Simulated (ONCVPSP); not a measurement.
Scattering properties, ONCV potential for Br (Z = 35)

Br (Z = 35), optimised norm-conserving Vanderbilt (ONCV), made with ONCVPSP 4.0.1 (PBE, scalar-relativistic). Core [Ar], reference 3d10 4s2 4p5. Waves: 4s: rc 1.50 bohr, ncon 4, nbas 7, qcut 3.7 1/bohr, 3 projectors, debl 0.4 Ha; 4p: rc 1.20 bohr, ncon 3, nbas 7, qcut 6.5 1/bohr, 2 projectors, debl 3.8 Ha; 3d: rc 0.50 bohr, ncon 3, nbas 7, qcut 22.4 1/bohr, 2 projectors, debl 1.4 Ha. Local part: polynomial inside 0.40 bohr (lpopt 5, dvloc0 0 Ha). Core correction: Teter function fitted to the true core (icmod 2), fcfact 0.4.

In the s channel the program set the typed energies aside and used -0.740, 0.250, 0.650 Ha. In the d channel the program set the typed energies aside and used -2.452, 0.250 Ha.

The phase is arctan(r·R′/R) of the radial function R(r), unwrapped; energies in Ha, scanned from -4 to 5 Ha. A pole is an energy at which the radial function vanishes at the test radius. The pseudo phase is shifted by a multiple of π to meet the all-electron one at the reference energy, and phase errors are pseudo minus all-electron; the curves can meet again beyond the range given. Levels narrower than the energy grid can be missing from the lists of poles.

```json
{"channel": "s", "radius (bohr)": "1.52", "reference energy (Ha)": "-0.74", "poles, all-electron": "2.35", "poles, pseudo": "2.35", "unbroken range about the reference energy with phases within 0.05 rad": "the whole range", "phase error 1 Ha above the reference energy (rad)": "+0.000"}
{"channel": "p", "radius (bohr)": "1.22", "reference energy (Ha)": "-0.29", "poles, all-electron": "none", "poles, pseudo": "none", "unbroken range about the reference energy with phases within 0.05 rad": "above -3.7", "phase error 1 Ha above the reference energy (rad)": "-0.001"}
{"channel": "d", "radius (bohr)": "0.51", "reference energy (Ha)": "-2.45", "poles, all-electron": "none", "poles, pseudo": "none", "unbroken range about the reference energy with phases within 0.05 rad": "the whole range", "phase error 1 Ha above the reference energy (rad)": "-0.000"}
```

Note: ghosts flagged at negative energy: s at -1059.0 eV, s at -340.4 eV, p at -109.5 eV; GHOST(+) flagged for s at 208.5 eV. A true bound ghost makes a file unfit for plane-wave use.

Phases in the s channel:

```csv
E (Ha),all-electron,pseudo
-3.98,1.145,1.145
-3.50,1.075,1.075
-3.02,0.970,0.970
-2.54,0.799,0.799
-2.06,0.495,0.495
-1.58,-0.025,-0.025
-1.10,-0.608,-0.608
-0.62,-0.990,-0.990
-0.14,-1.202,-1.202
0.34,-1.330,-1.330
0.82,-1.414,-1.414
1.30,-1.476,-1.476
1.78,-1.524,-1.524
2.26,-1.564,-1.564
2.74,-1.600,-1.600
3.22,-1.634,-1.634
3.70,-1.669,-1.669
4.18,-1.706,-1.708
4.66,-1.750,-1.753
```
